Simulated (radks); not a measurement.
Species: Ga I. Configuration: [Ar] 3d10 4s2 4p1.

Method: Dirac Kohn-Sham, exchange-only PBE, spin-unpolarised, spherical densities, finite nucleus; open shells fill j = l - 1/2 first; Fermi nuclear charge, rms radius 3.9973 fm; computed with a radial shooting solver on a logarithmic mesh with Libxc functionals.

Energy parts (eV):
part                   energy
total              -52859.798
kinetic             53945.388
electron-nucleus  -127610.976
Hartree             22820.782
exchange            -2014.993

Orbitals (lengths in bohr, moments of r in powers of bohr; <r^-3> diverges for s and p1/2):
orbital  occ.  eigenvalue (eV)      <r>  <r^-3>  small-component weight
1s1/2       2        -10227.13  0.04860       -                1.25e-02
2s1/2       2        -1260.970   0.2176       -                2.41e-03
2p1/2       2        -1116.251   0.1883       -                2.40e-03
2p3/2       4        -1088.587   0.1918   860.8                2.36e-03
3s1/2       2        -146.9245   0.6518       -                5.45e-04
3p1/2       2        -100.1788   0.6720       -                4.95e-04
3p3/2       4         -96.5478   0.6828   113.8                4.83e-04
3d3/2       4         -18.4261   0.8089   11.90                3.46e-04
3d5/2       6         -17.9650   0.8155   11.56                3.42e-04
4s1/2       2          -8.2372    2.360       -                5.03e-05
4p1/2       1          -2.1002    3.605       -                2.22e-05
4p3/2       0          -1.9958    3.694   3.270                2.11e-05

The highest occupied level is 4p1/2 at -2.100 eV. The electron density at the nucleus is 2.825e+04 e/bohr^3. The density falls to 0.001 e/bohr^3 at r = 4.44 bohr.
